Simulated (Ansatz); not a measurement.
Reaction (isomerisation): `[CH3][Ge]1([OH])[CH2][NH]1` → `C[N](C)[Ge][OH]`

Program: Ansatz. Geometries: PBE0-D4/def2-TZVP. ΔE: electronic, gas phase. CCSD(T)/CBS adds triple-zeta CCSD(T) − MP2 to the extrapolated MP2 energy (def2 sets, frozen cores). Functionals use def2-TZVPP. B3LYP here is the variant with VWN-RPA as its local correlation; programs differ in this. For Ge outer-core shells are correlated without core-valence functions, which leaves a few kJ/mol of doubt a bond. Scalar relativity is left out up to krypton. Each species was taken in one conformer, which may not be the lowest.

Is it downhill or uphill in electronic energy at CCSD(T)/CBS, and by how much? (Best estimate.)

Computed: Downhill: ΔE = -24.2 kcal/mol.

What do these levels give: PBE-D4, r2SCAN-D4, B3LYP-D4, B2PLYP, r2SCAN, B3LYP, SCS-MP2/def2-TZVPP, CCSD(T)/def2-TZVPP, HF/def2-QZVPP, MP2/def2-QZVPP, SCS-MP2/def2-QZVPP, CCSD/CBS(def2)? (An estimate is asked.)

Ansatz gave: PBE-D4 -27.6, r2SCAN-D4 -24.6, B3LYP-D4 -31.8, B2PLYP -27.4, r2SCAN -24.4, B3LYP -30.7, SCS-MP2/def2-TZVPP -22.8, CCSD(T)/def2-TZVPP -22.7, HF/def2-QZVPP -28.1, MP2/def2-QZVPP -21.8, SCS-MP2/def2-QZVPP -23.5, CCSD/CBS(def2) -24.7 kcal/mol.

Largest T1 diagnostic among the species: 0.014.

In def2-TZVPP, CCSD(T) changes the Hartree–Fock value by +5.2 kcal/mol (the triples alone add +0.4 kcal/mol) and MP2 by +7.0 kcal/mol. The D4 term adds −1.1 kcal/mol with B3LYP and −0.6 kcal/mol with PBE0; it sums over pairs of atoms, weighted by their polarisabilities, and B3LYP, whose exchange is more repulsive, gets the larger term. From PBE to PBE0 (25 % exact exchange), in def2-TZVPP and without D4, ΔE moves by +2.2 kcal/mol.
